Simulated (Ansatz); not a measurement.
Basis-set extrapolation for `[C]#C[Si](F)(F)F` radical (PBE0-D4/def2-TZVP geometry, frozen core, Ansatz). Multiplicity 2, UHF reference.

```tsv
	def2-TZVPP	def2-QZVPP
HF	-663.249270	-663.276553
MP2 correlation	-1.075212	-1.174138
CCSD(T) correlation	-1.148658	not run
```

Energies in hartree. Use E(X) = E(∞) + A·exp(−7.88·√X) for Hartree–Fock and E(X) = E(∞) + B·X^(−2.97) for correlation, with X = 3 and 4, and add CCSD(T) minus MP2 of the smaller set to the MP2 limit.

Q: What is the CCSD(T) energy at the basis-set limit?

A: HF limit: -663.276553 + (-0.027283) × 0.13774 = -663.28031. MP2 limit: -1.174138 + (-0.098926) × 0.74074 = -1.24742. Higher-order term: -1.148658 − (-1.075212) = -0.07345. Total: -664.60118 hartree, 5.53 eV below CCSD(T)/def2-TZVPP.

The UHF reference is spin-contaminated (⟨S²⟩ = 1.18, T1 = 0.038).
